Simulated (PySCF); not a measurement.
Electron correlation in F⁵⁺ (fluorine, charge +5)

Starting occupation: [He] 2s2. Computed with PySCF 2.14 in an uncontracted even-tempered set (18 s from 0.079 bohr⁻², ratio 2.6; 11 p from 0.1 bohr⁻², ratio 2.6; 8 d from 0.11 bohr⁻², ratio 2.8; 4 f from 3.3 bohr⁻², ratio 2.8), with X2C-1e with screened-nucleus spin-orbit coupling, Gaussian nucleus. Frozen: nothing; 4 electrons correlated; the 28 highest virtual spinors left out.

MP2 pair energies summed by pair of shells (mhartree):

```csv
pair,energy,share (%)
2s1/2-2s1/2,-66.55,56.1
1s1/2-1s1/2,-40.32,34.0
1s1/2-2s1/2,-11.70,9.9
```

Total MP2 correlation energy: -118.57 mhartree.

The virtual space was cut to 56 spinors, which keep -107.55 of the -118.57 mhartree of MP2 correlation.

```tsv
level	correlation energy (mhartree)
CCSD	-154.91
(T)	-0.54
CCSD(T)	-155.45
```

Diagnostics: T1 = 0.0034, largest double amplitude 0.148.

**Question.** Is a single reference adequate?

**Answer.** Mostly. T1 lies below 0.03, but a double amplitude of this size points to a near-degeneracy that CCSD handles and MP2 describes poorly.

The coupled-cluster values are those of the cut space; adding the MP2 remainder, -11.02 mhartree, estimates the full space.
